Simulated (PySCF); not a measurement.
ClHZn. Atoms are numbered in the order given.

```xyz
3

Zn     0.0000     0.0000    -0.7153
H      0.0000     0.0000    -2.2353
Cl     0.0000     0.0000     1.3938
```
Charge 0, spin multiplicity 1.

Coordinates come from a PBE-D3(BJ)/def2-TZVP optimisation.

These are ωB97X/def2-TZVPD in PySCF values and carry that method's errors.

Isolated molecule, no solvent.

Computed frontier levels, gap, dipole moment and polarisability:
```json
{
  "highest_occupied_level": "-11.39 eV",
  "lowest_empty_level": "0.83 eV",
  "orbital_gap": "12.22 eV",
  "dipole_moment": "1.84 D",
  "quadrupole, principal values (traceless, Buckingham form, about the centre of nuclear charge)": "-5.89, 2.95, 2.95 D·Å",
  "mean_static_polarisability": "39.2 bohr³ (5.81 Å³)",
  "polarisability_principal_values": "33.3, 33.3, 51.0 bohr³"
}
```
